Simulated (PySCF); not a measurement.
Computed properties of Al(Cl)(F)(SeH) (AlClFHSe), SMILES [F][Al]([Cl])[SeH]

Al(Cl)(F)(SeH) (AlClFHSe), SMILES [Al]([SeH])([Cl])[F]. Coordinates come from a B3LYP-D3(BJ)/def2-SVP optimisation. Other conformers were not sampled. All values are computed for the isolated molecule unless a solvent is named; none is compared with measurement here.

**Structure.** The optimised structure has Cs symmetry. All 9 harmonic modes at B3LYP-D3(BJ)/def2-SVP (PySCF) are real, so it is a minimum. With heavy atoms numbered as in [Al:1]([Cl:2])([F:3])[SeH:4], the shortest bond between them is Al1–F3 at 1.660 Å and the longest Al1–Se4 at 2.296 Å.

**Vibrations.** The strongest infrared lines (harmonic, unscaled, degenerate partners summed) lie at 574 cm⁻¹ (126 km/mol, Al 46 %, H 27 %, Cl 22 %), 889 cm⁻¹ (105 km/mol, F 51 %, Al 47 %), 610 cm⁻¹ (55 km/mol, H 68 %, Al 22 %). The softest mode is at 111 cm⁻¹ and the zero-point energy is 8.0 kcal/mol.

**Electronic structure.** PBE0/def2-TZVPD (PySCF) places the frontier levels at -7.90 and -1.43 eV, a gap of 6.47 eV, and gives a dipole moment of 1.23 D and a mean polarisability of 66.3 bohr³.

**Excitations.** TDA-PBE0/def2-SVPD (PySCF) has S1 at 5.18 eV (239 nm, f = 0.046, weak); the most intense of the 10 singlets computed lies at 7.34 eV (f = 0.33). T1 (TDA) is at 4.79 eV, 0.39 eV under S1. No vertical singlet excitation falls in the visible range (under 3.1 eV).

**NMR.** GIAO shifts at PBE0/pcSseg-1 (PySCF) (non-relativistic, atoms alike by connectivity averaged): ¹H at 1.1 ppm against TMS; ¹⁹F at -137.7 ppm against CFCl3. Without spin–orbit terms, shifts of atoms bonded to Cl or Br come out too high.
